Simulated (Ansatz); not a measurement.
Molecule: TaO₃, net charge 0, doublet state. The spin state was set by rule; other spins were not relaxed. SMILES: [Ta](=[O])(=[O])=[O]
Coordinates optimised at B3LYP-D3(BJ)/def2-TZVP (Ansatz, an electronic-structure program):
```xyz
4

Ta     0.0566     0.1272     0.1050
O      1.3172    -0.7829    -0.9775
O     -0.7097    -1.1415     1.0517
O     -1.1242     0.7633    -1.0325
```
Charge 0, spin multiplicity 2.

Task: Give the harmonic wavenumbers at B3LYP-D3(BJ)/def2-TZVP (Ansatz, finite differences of forces, unscaled).

Result: 160, 198, 296, 520, 778, 940 cm⁻¹. Zero-point energy 4.1 kcal/mol.

Task: From these and the geometry, give the ideal-gas thermochemistry at 298.15 K and 1 atm (rigid rotor, harmonic oscillator).

Result: Point group Cs, rotational symmetry number 1. Rotational constants 6.044, 5.86, 3.802 GHz. S(trans) 42.19, S(rot) 25.28, S(vib) 7.09, S(elec, spin only) 1.38, S 75.9 cal/(mol K). H(298) - H(0) 3.60 kcal/mol; G - E(el) -14.9 kcal/mol.
